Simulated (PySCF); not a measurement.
Gas-phase reaction: 2 GeHCl + 4 H ⇌ Ge₂H₆ + Cl₂

Method: PySCF energies plus ideal-gas RRHO corrections (1 bar). † marks an energy on the PBE0/def2-TZVP geometry and frequencies; other levels use their own. CCSD(T) freezes the core. 6-31G* has spherical d functions here. Open shells (unrestricted): H (multiplicity 2); the rest are closed-shell singlets. B3LYP is the form with VWN-RPA correlation. Ge: all electrons, no relativistic terms. GeHCl: computed as isolated molecules; such fragments, hydroxides, amides, oligomers or adducts are transient or little studied in the gas. CCSD(T) isn't extrapolated to the basis-set limit; its ΔH°(298 K) is -785.8 kJ in def2-SVP and -838.0 kJ in def2-TZVPP. The harmonic model lacks anharmonicity and excited electronic states, which grow with temperature; levels with a mode under 35 cm⁻¹ are left out. Internal rotation in Ge₂H₆ is treated as a harmonic vibration of one conformer, which makes the entropy rough.

| level | ΔE electronic, kJ | ΔH°(298 K), kJ | ΔS°(298 K), J/K | ΔG°(2500 K), kJ |
|---|---|---|---|---|
| B3LYP/6-31G* | -842 | -775 | -464 | 444 |
| B3LYP/def2-TZVP† | -864 | -797 | -465 | 426 |
| CCSD(T)/def2-TZVPP† | -905 | -838 | -465 | 385 |
| PBE/def2-TZVP† | -851 | -783 | -465 | 440 |
| PBE0/def2-QZVP† | -873 | -805 | -465 | 417 |
| PBE0/def2-TZVP | -869 | -802 | -465 | 421 |
| ωB97M-V/def2-TZVP† | -876 | -808 | -465 | 415 |
ΔH° is lowest at CCSD(T)/def2-TZVPP† and highest at B3LYP/6-31G*. No reference value is set beside these.
